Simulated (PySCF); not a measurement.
C4H7FO, SMILES CO[C@@H]1C[C@@H]1F.

Coordinates come from a PBE0-D3(BJ)/def2-SVP optimisation. The structure was generated by enumeration; whether it is a known compound was not checked. One conformer was computed; it need not be the lowest.

Calculation: TDA-B3LYP/def2-SVPD (PySCF).

Vertical excitations. Gas-phase values at a fixed geometry.

| state | energy (eV) | λ (nm) | f | main pairs |
|---|---|---|---|---|
| S1 | 6.72 | 185 | 0.013 | HOMO→LUMO 97 % |
| S2 | 7.13 | 174 | 0.012 | HOMO→LUMO+1 96 % |
| S3 | 7.32 | 169 | 0.007 | HOMO−1→LUMO 87 % |
| S4 | 7.53 | 165 | 0.021 | HOMO→LUMO+2 89 % |
| S5 | 7.71 | 161 | 0.035 | HOMO→LUMO+3 88 % |
| S6 | 7.81 | 159 | 0.015 | HOMO−1→LUMO+1 82 % |
| S7 | 8.12 | 153 | 0.008 | HOMO→LUMO+4 91 % |
| S8 | 8.17 | 152 | 0.012 | HOMO−1→LUMO+2 79 % |
| S9 | 8.28 | 150 | 0.015 | HOMO−2→LUMO 42 %, HOMO−1→LUMO+3 30 %, HOMO→LUMO+5 18 % |
| S10 | 8.31 | 149 | 0.005 | HOMO−1→LUMO+3 57 %, HOMO−2→LUMO 17 %, HOMO−1→LUMO+2 14 % |
| T1 | 6.55 | 189 | 0 | HOMO→LUMO 92 % |
| T2 | 6.98 | 178 | 0 | HOMO→LUMO+1 87 % |
| T3 | 7.09 | 175 | 0 | HOMO−1→LUMO 76 %, HOMO−1→LUMO+1 16 % |
| T4 | 7.37 | 168 | 0 | HOMO→LUMO+2 56 %, HOMO→LUMO+3 29 % |
Triplets are in the Tamm–Dancoff approximation.
